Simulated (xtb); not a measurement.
C2H2N, charge -1, singlet, at a GFN2-xTB geometry; GFN2-xTB (xtb).

Here is a job for xtb.
```
$ xtb mol.xyz --gfn 2 --chrg -1 --json

# file mol.xyz
5

C      0.00239539    -0.05738577    -1.17430271
C     -0.00030500    -0.00940597     0.17345626
N     -0.00297384     0.15282315     1.34104101
H      0.92298158    -0.33199703    -1.68935248
H     -0.91470705    -0.33701456    -1.69285587
```

What the program printed (banner, timings and long lists left out):

```
   ID    Z sym.   atoms
    1    6 C      1, 2
    2    7 N      3
    3    1 H      4, 5

           -------------------------------------------------
          |                Calculation Setup                |
           -------------------------------------------------

           -------------------------------------------------
          |                 G F N 2 - x T B                 |
           -------------------------------------------------

          ...................................................
          :                      SETUP                      :
          :.................................................:
          :  # basis functions                  14          :
          :  # atomic orbitals                  14          :
          :  # shells                            8          :
          :  # electrons                        16          :
          :  max. iterations                   250          :
          :  Hamiltonian                  GFN2-xTB          :
          :  restarted?                      false          :
          :  GBSA solvation                  false          :
          :  PC potential                    false          :
          :  electronic temp.          300.0000000     K    :
          :  accuracy                    1.0000000          :
          :  -> integral cutoff          0.2500000E+02      :
          :  -> integral neglect         0.1000000E-07      :
          :  -> SCF convergence          0.1000000E-05 Eh   :
          :  -> wf. convergence          0.1000000E-03 e    :
          :  Broyden damping             0.4000000          :
          :  net charge                         -1          :
          :  unpaired electrons                  0          :
          ...................................................

 iter      E             dE          RMSdq      gap      omega  full diag
   1     -8.4655367 -0.846554E+01  0.678E+00    4.67       0.0  T
   2     -8.4779507 -0.124140E-01  0.380E+00    3.72       1.0  T
   3     -8.4771446  0.806117E-03  0.133E+00    4.03       1.0  T
   4     -8.4798476 -0.270300E-02  0.353E-01    3.67       1.0  T
   5     -8.4798597 -0.121575E-04  0.169E-01    3.71       1.0  T
   6     -8.4799920 -0.132252E-03  0.563E-02    3.72       1.0  T
   7     -8.4799906  0.135309E-05  0.444E-02    3.70       1.0  T
   8     -8.4799979 -0.728589E-05  0.683E-03    3.71       6.5  T
   9     -8.4799980 -0.141448E-06  0.148E-03    3.71      30.3  T
  10     -8.4799980 -0.656273E-08  0.203E-04    3.71     220.3  T
  11     -8.4799980 -0.100604E-09  0.351E-05    3.71    1275.0  T

   *** convergence criteria satisfied after 11 iterations ***

         :::::::::::::::::::::::::::::::::::::::::::::::::::::
         ::                     SUMMARY                     ::
         :::::::::::::::::::::::::::::::::::::::::::::::::::::
         :: total energy              -8.322056226825 Eh    ::
         :: gradient norm              0.000044413101 Eh/a0 ::
         :: HOMO-LUMO gap              3.711517690241 eV    ::
         ::.................................................::
         :: SCC energy                -8.479998031070 Eh    ::
         :: -> isotropic ES            0.161486231162 Eh    ::
         :: -> anisotropic ES          0.013154689472 Eh    ::
         :: -> anisotropic XC          0.012556853218 Eh    ::
         :: -> dispersion             -0.002215160856 Eh    ::
         :: repulsion energy           0.157941804244 Eh    ::
         :: add. restraining           0.000000000000 Eh    ::
         :: total charge              -1.000000000000 e     ::
         :::::::::::::::::::::::::::::::::::::::::::::::::::::

           -------------------------------------------------
          |                Property Printout                |
           -------------------------------------------------

    * Orbital Energies and Occupations

         #    Occupation            Energy/Eh            Energy/eV
      -------------------------------------------------------------
         1        2.0000           -0.3477690              -9.4633
         2        2.0000           -0.3204852              -8.7208
         3        2.0000           -0.2460290              -6.6948
         4        2.0000           -0.2369498              -6.4477
         5        2.0000           -0.1844684              -5.0196
         6        2.0000           -0.1658412              -4.5128
         7        2.0000           -0.1402916              -3.8175
         8        2.0000           -0.0597901              -1.6270 (HOMO)
         9                          0.0766056               2.0845 (LUMO)
        10                          0.1368723               3.7245
        11                          0.3841489              10.4532
        12                          0.5328001              14.4982
        13                          0.5900936              16.0573
        14                          1.3879797              37.7689
      -------------------------------------------------------------
                  HL-Gap            0.1363958 Eh            3.7115 eV
             Fermi-level            0.0084078 Eh            0.2288 eV

     #   Z          covCN         q      C6AA      α(0)
     1   6 C        2.830    -0.260    35.074     9.705
     2   6 C        1.891     0.046    29.952     8.839
     3   7 N        0.911    -0.573    35.640     8.634
     4   1 H        0.925    -0.106     5.793     3.764
     5   1 H        0.925    -0.106     5.793     3.764

 Mol. C6AA /au·bohr⁶  :        490.620631
 Mol. C8AA /au·bohr⁸  :      11220.345995
 Mol. α(0) /au        :         34.705862

Wiberg/Mayer (AO) data.
largest (>0.10) Wiberg bond orders for each atom

 ---------------------------------------------------------------------------
     #   Z sym  total        # sym  WBO       # sym  WBO       # sym  WBO
 ---------------------------------------------------------------------------
     1   6 C    3.633 --     2 C    1.458     5 H    0.950     4 H    0.950
                             3 N    0.275
     2   6 C    3.942 --     3 N    2.467     1 C    1.458
     3   7 N    2.804 --     2 C    2.467     1 C    0.275
     4   1 H    0.989 --     1 C    0.950
     5   1 H    0.989 --     1 C    0.950
 ---------------------------------------------------------------------------

Topologies differ in total number of bonds
Writing topology from bond orders to xtbtopo.mol

molecular dipole:
                 x           y           z       tot (Debye)
 q only:        0.000      -0.004      -0.180
   full:        0.002      -0.265      -0.684       1.864
molecular quadrupole (traceless):
                xx          xy          yy          xz          yz          zz
 q only:        2.990       0.001       3.749       0.022      -1.368      -6.739
  q+dip:        3.395       0.002       3.118       0.020      -0.408      -6.513
   full:        4.478       0.004       3.469       0.025      -0.594      -7.947

           -------------------------------------------------
          | TOTAL ENERGY               -8.322056226825 Eh   |
          | GRADIENT NORM               0.000044413101 Eh/α |
          | HOMO-LUMO GAP               3.711517690241 eV   |
           -------------------------------------------------

normal termination of xtb
```
